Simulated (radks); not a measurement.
Problem. These are the eigenvalues of the occupied orbitals of an atom or ion with whole-number occupations (hartree). All-electron calculation, scalar-relativistic Kohn-Sham, r2SCAN, spin-polarised, spherical densities, finite nucleus; meta-GGA in the generalised Kohn-Sham scheme; Fermi nuclear charge, rms radius of each element as measured or else 0.836 A^(1/3) + 0.57 fm. Program: a radial shooting solver on a logarithmic mesh with Libxc functionals.

1s up: -1166.569
1s down: -1166.566
2s up: -181.3244
2s down: -181.3238
2p up: -162.8830
2p down: -162.8820
3s up: -38.04408
3s down: -38.04174
3p up: -32.00818
3p down: -32.00568
3d up: -22.89779
3d down: -22.89550
4s up: -8.31782
4s down: -8.31097
4p up: -6.43562
4p down: -6.42822
4d up: -3.67277
4d down: -3.65776
5s up: -2.41645

Which element is it, and in what charge state? The configuration may be excited. Open shells, if any, are filled with parallel spins first.

Solution. Z = 52, tellurium, charge +5: Te5+ in [Kr] 4d10 5s1. The list shows which subshells hold electrons but not how many an open one holds; the 1s level, -1166.6 hartree, gives Z - s = 48.3 by -(Z - s)^2/2, which with screening and relativity narrows Z to a few neighbours, and the depths of the outer levels then fix element, charge and occupations together.
